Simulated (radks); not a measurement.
The mean radii <r> (bohr) of the occupied orbitals of an atom or ion are listed with their occupations. Calculated with a radial shooting solver on a logarithmic mesh with Libxc functionals: non-relativistic Kohn-Sham, LDA (Slater exchange, VWN5 correlation), spin-polarised, spherical densities, point nucleus.

| orbital | occ. | <r> |
|---|---|---|
| 1s down | 1 | 0.02198 |
| 1s up | 1 | 0.02198 |
| 2s up | 1 | 0.09319 |
| 2s down | 1 | 0.09319 |
| 2p up | 3 | 0.07890 |
| 2p down | 3 | 0.07890 |
| 3s up | 1 | 0.2386 |
| 3s down | 1 | 0.2385 |
| 3p up | 3 | 0.2284 |
| 3p down | 3 | 0.2283 |
| 3d up | 5 | 0.2013 |
| 3d down | 5 | 0.2012 |
| 4s up | 1 | 0.5348 |
| 4s down | 1 | 0.5351 |
| 4p up | 3 | 0.5446 |
| 4p down | 3 | 0.5450 |
| 4d up | 5 | 0.5686 |
| 4d down | 5 | 0.5694 |
| 5p up | 3 | 1.346 |
| 5p down | 3 | 1.355 |
| 4f up | 7 | 0.6713 |
| 4f down | 4 | 0.6778 |
| 6s up | 1 | 2.660 |
| 6s down | 1 | 2.671 |

Name the element and its charge. Open shells, if any, are filled with parallel spins first.

Answer. Z = 69, thulium, charge +4: Tm4+ in [Kr] 4d10 4f11 5p6 6s2. The 1s radius gives Z: for a bare nucleus <r> = 1.5/Z, 0.02174 bohr for Z = 69, and screening makes it slightly larger (0.02198 here). The occupations add up to 65, and the charge is Z minus that.
